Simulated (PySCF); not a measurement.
# Electron affinity of Rb by level of theory

Rb⁻ [Kr] 5s2 (1S) → Rb [Kr] 5s1 (2S), as a difference of total energies. All numbers are calculated (PySCF 2.14, the spin-free X2C one-electron Hamiltonian (Gaussian nucleus), in aug-cc-pwCVTZ-X2C with one added diffuse shell each of s, p, d, f type (11s10p8d4f, 109 functions)). Correlated levels: valence: [Kr] frozen. The calculations carry no spin-orbit coupling.

```json
{"method": "UHF", "electron affinity (eV)": "-0.073"}
{"method": "MP2 (valence)", "electron affinity (eV)": "0.291"}
{"method": "SCS-MP2 (valence)", "electron affinity (eV)": "0.364"}
{"method": "CCSD (valence)", "electron affinity (eV)": "0.468"}
```

Errors of the correlated levels include the incompleteness of this basis and the frozen core.

A negative affinity means that the anion lies above the atom at that level of theory.

With two correlated electrons CCSD is exact in that space.

The coupled-cluster amplitudes are large for Rb⁻ (T1 above 0.03 or a double amplitude above 0.15), so a single reference is strained.

For comparison: 0.486 eV (measured; photodetachment measurements, as compiled on the Wikipedia data page of electron affinities).
